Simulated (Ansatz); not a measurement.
Harmonic vibrations of AlBr₂HS (`[SH][Al]([Br])[Br]`) by finite differences.

```yaml
crystal:
  periodic: [false, false, false]
  atoms:
    - {symbol: S, position_ang: [0.019163, 1.707036, 0.307201]}
    - {symbol: Al, position_ang: [0.235393, -0.435832, 0.145476]}
    - {symbol: Br, position_ang: [1.717506, -1.466370, 1.462411]}
    - {symbol: Br, position_ang: [-0.994964, -1.613734, -1.307918]}
    - {symbol: H, position_ang: [-0.927198, 1.735299, -0.648671]}
basis:
  gaussian: {orbitals: def2-TZVP}
hamiltonian: {xc: pbe0, dispersion: d4}
phonons: {temperatures: {t_min: 298.15, t_max: 900, t_step: 200}}
```

```sh
$ ansatz run in.yaml --threads 4 --pin off --events-out ev --progress --plain --max-ram 10444MiB
```

Output, abridged:

```
Functional definition: PBE0
mean field -157523.89871017 eV, -5788.8965040654 hartree, gradient 4.2e-5 eV, S^2 0.000000; 0 other end points of the search recorded, 0 dependent functions left out
mean field -157523.89866210 eV, -5788.8965022986 hartree, gradient 2.6e-6 eV, S^2 0.000000; 0 other end points of the search recorded, 0 dependent functions left out
mean field -157523.89867140 eV, -5788.8965026404 hartree, gradient 2.6e-6 eV, S^2 0.000000; 0 other end points of the search recorded, 0 dependent functions left out
mean field -157523.89872093 eV, -5788.8965044606 hartree, gradient 2.6e-6 eV, S^2 0.000000; 0 other end points of the search recorded, 0 dependent functions left out
mean field -157523.89859891 eV, -5788.8964999766 hartree, gradient 2.6e-6 eV, S^2 0.000000; 0 other end points of the search recorded, 0 dependent functions left out
mean field -157523.89866859 eV, -5788.8965025372 hartree, gradient 2.6e-6 eV, S^2 0.000000; 0 other end points of the search recorded, 0 dependent functions left out
mean field -157523.89866210 eV, -5788.8965022989 hartree, gradient 2.6e-6 eV, S^2 0.000000; 0 other end points of the search recorded, 0 dependent functions left out
mean field -157523.89867525 eV, -5788.8965027822 hartree, gradient 2.6e-6 eV, S^2 0.000000; 0 other end points of the search recorded, 0 dependent functions left out
mean field -157523.89866912 eV, -5788.8965025567 hartree, gradient 2.6e-6 eV, S^2 0.000000; 0 other end points of the search recorded, 0 dependent functions left out
mean field -157523.89864051 eV, -5788.8965015052 hartree, gradient 2.6e-6 eV, S^2 0.000000; 0 other end points of the search recorded, 0 dependent functions left out
mean field -157523.89864215 eV, -5788.8965015657 hartree, gradient 2.6e-6 eV, S^2 0.000000; 0 other end points of the search recorded, 0 dependent functions left out
mean field -157523.89867615 eV, -5788.8965028150 hartree, gradient 2.6e-6 eV, S^2 0.000000; 0 other end points of the search recorded, 0 dependent functions left out
mean field -157523.89866672 eV, -5788.8965024686 hartree, gradient 2.6e-6 eV, S^2 0.000000; 0 other end points of the search recorded, 0 dependent functions left out
mean field -157523.89873481 eV, -5788.8965049708 hartree, gradient 2.6e-6 eV, S^2 0.000000; 0 other end points of the search recorded, 0 dependent functions left out
mean field -157523.89864435 eV, -5788.8965016466 hartree, gradient 2.6e-6 eV, S^2 0.000000; 0 other end points of the search recorded, 0 dependent functions left out
mean field -157523.89866552 eV, -5788.8965024243 hartree, gradient 2.6e-6 eV, S^2 0.000000; 0 other end points of the search recorded, 0 dependent functions left out
mean field -157523.89873114 eV, -5788.8965048361 hartree, gradient 2.6e-6 eV, S^2 0.000000; 0 other end points of the search recorded, 0 dependent functions left out
mean field -157523.89873370 eV, -5788.8965049301 hartree, gradient 2.6e-6 eV, S^2 0.000000; 0 other end points of the search recorded, 0 dependent functions left out
mean field -157523.89865333 eV, -5788.8965019763 hartree, gradient 2.6e-6 eV, S^2 0.000000; 0 other end points of the search recorded, 0 dependent functions left out
mean field -157523.89865889 eV, -5788.8965021807 hartree, gradient 2.6e-6 eV, S^2 0.000000; 0 other end points of the search recorded, 0 dependent functions left out
mean field -157523.89873309 eV, -5788.8965049075 hartree, gradient 2.6e-6 eV, S^2 0.000000; 0 other end points of the search recorded, 0 dependent functions left out
mean field -157523.89865423 eV, -5788.8965020095 hartree, gradient 2.6e-6 eV, S^2 0.000000; 0 other end points of the search recorded, 0 dependent functions left out
mean field -157523.89873731 eV, -5788.8965050628 hartree, gradient 2.6e-6 eV, S^2 0.000000; 0 other end points of the search recorded, 0 dependent functions left out
mean field -157523.89864477 eV, -5788.8965016617 hartree, gradient 2.6e-6 eV, S^2 0.000000; 0 other end points of the search recorded, 0 dependent functions left out
mean field -157523.89873720 eV, -5788.8965050587 hartree, gradient 2.6e-6 eV, S^2 0.000000; 0 other end points of the search recorded, 0 dependent functions left out
mean field -157523.89866240 eV, -5788.8965023097 hartree, gradient 2.6e-6 eV, S^2 0.000000; 0 other end points of the search recorded, 0 dependent functions left out
mean field -157523.89867549 eV, -5788.8965027909 hartree, gradient 2.6e-6 eV, S^2 0.000000; 0 other end points of the search recorded, 0 dependent functions left out
mean field -157523.89871951 eV, -5788.8965044087 hartree, gradient 2.6e-6 eV, S^2 0.000000; 0 other end points of the search recorded, 0 dependent functions left out
mean field -157523.89869118 eV, -5788.8965033675 hartree, gradient 2.6e-6 eV, S^2 0.000000; 0 other end points of the search recorded, 0 dependent functions left out
mean field -157523.89866650 eV, -5788.8965024603 hartree, gradient 2.6e-6 eV, S^2 0.000000; 0 other end points of the search recorded, 0 dependent functions left out
mean field -157523.89867035 eV, -5788.8965026018 hartree, gradient 2.6e-6 eV, S^2 0.000000; 0 other end points of the search recorded, 0 dependent functions left out
Total energy: -157524.05758469 eV, -5788.9023425960 hartree
Atom 0 at     0.019163     1.707036     0.307201 Å, force     0.001254     0.001166     0.000342 eV/Å
Atom 1 at     0.235393    -0.435832     0.145476 Å, force     0.000724     0.000665     0.001535 eV/Å
Atom 2 at     1.717506    -1.466370     1.462411 Å, force     0.001751    -0.001398     0.001617 eV/Å
Atom 3 at    -0.994964    -1.613734    -1.307918 Å, force    -0.001649    -0.001933    -0.002533 eV/Å
Atom 4 at    -0.927198     1.735299    -0.648671 Å, force    -0.002080     0.001501    -0.000960 eV/Å
Dipole moment:    -0.124584     0.114873    -0.106230 e Å
Vibrations: 95.96 104.50 174.02 267.77 271.41 489.88 563.14 679.07 2704.65 cm⁻¹, zero-point energy 0.331682 eV
```

It took 71 s on 4 threads of an Arm Neoverse V2 on a shared host, with 0.59 GiB of host memory at the peak.
